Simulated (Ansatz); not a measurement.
thiourea (SMILES NC(N)=S) moved off its minimum; all values from Ansatz (an electronic-structure program), cores frozen in correlated methods.
(charge 0, multiplicity 1)
```xyz
8

N      0.80056    -1.20286    -0.45667
C     -0.12943    -0.33781     0.00256
N     -1.23790    -0.79128     0.26834
S      0.34498     1.29300     0.13840
H      0.66978    -2.26094    -0.23687
H      1.81682    -0.92475    -0.47423
H     -1.65612    -1.62552    -0.16938
H     -2.02235    -0.11828     0.40807
```

```json
[
 {"level": "HF/def2-TZVPP", "largest force (eV/Å)": "10.66", "on atom": "N3", "rms difference from CCSD(T)/aug-cc-pV(T+d)Z (eV/Å)": "0.427", "dipole (D)": "6.23"},
 {"level": "PBE/def2-TZVPP", "largest force (eV/Å)": "10.18", "on atom": "N3", "rms difference from CCSD(T)/aug-cc-pV(T+d)Z (eV/Å)": "0.195", "dipole (D)": "5.47"},
 {"level": "r2SCAN/def2-TZVPP", "largest force (eV/Å)": "10.21", "on atom": "N3", "rms difference from CCSD(T)/aug-cc-pV(T+d)Z (eV/Å)": "0.120", "dipole (D)": "5.68"},
 {"level": "B3LYP/def2-TZVPP", "largest force (eV/Å)": "10.19", "on atom": "N3", "rms difference from CCSD(T)/aug-cc-pV(T+d)Z (eV/Å)": "0.130", "dipole (D)": "5.60"},
 {"level": "wB97M-V/def2-TZVPP", "largest force (eV/Å)": "10.27", "on atom": "N3", "rms difference from CCSD(T)/aug-cc-pV(T+d)Z (eV/Å)": "0.123", "dipole (D)": "5.78"},
 {"level": "MP2/aug-cc-pV(T+d)Z", "largest force (eV/Å)": "10.50", "on atom": "N3", "rms difference from CCSD(T)/aug-cc-pV(T+d)Z (eV/Å)": "0.121", "dipole (D)": "5.67"},
 {"level": "CCSD(T)/aug-cc-pV(T+d)Z", "largest force (eV/Å)": "10.63", "on atom": "N3", "rms difference from CCSD(T)/aug-cc-pV(T+d)Z (eV/Å)": "0.000", "dipole (D)": "5.66"}
]
```

The differences count from one level among others, with limits of its own. Forces at CCSD(T)/aug-cc-pV(T+d)Z (eV/Å):

```csv
atom,Fx,Fy,Fz
N1,2.043,-3.583,0.029
C2,8.035,4.113,-1.641
N3,-10.243,-2.511,1.359
S4,-0.458,-0.269,0.152
H5,0.237,2.590,-0.532
H6,-2.011,-0.083,0.115
H7,1.047,0.226,0.364
H8,1.349,-0.482,0.153
```
